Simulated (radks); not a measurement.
Effect of the nuclear size on the chromium ion Cr+, [Ar] 3d5. Calculated with a radial shooting solver on a logarithmic mesh with Libxc functionals: Dirac Kohn-Sham, exchange-only LDA, spin-unpolarised, spherical densities, finite nucleus; open shells are shared between the two j in proportion to 2j + 1; Fermi nuclear charge, rms radius 3.6452 fm. The rms radius is varied about that value; shifts are against it.

rms radius (fm)  total energy shift (eV)  density at nucleus (e/bohr^3)  1s1/2 shift (meV)  2s1/2 shift (meV)  3s1/2 shift (meV)
3.0182                           -0.0231                      1.144e+04              -9.80             -0.858             -0.124
3.4265                          -0.00853                      1.139e+04              -3.62             -0.317             -0.046
3.6452                                 0                      1.136e+04              0.000              0.000              0.000
3.7837                           0.00566                      1.135e+04               2.40              0.211              0.030
4.1009                            0.0194                      1.131e+04               8.24              0.721              0.104

Slopes of the eigenvalues against <r^2> in GHz/fm^2, as finite differences over the two radii next to the reference (eigenvalue slopes, not the field-shift constants of lines): 1s1/2 566, 2s1/2 49.5, 3s1/2 7.16.
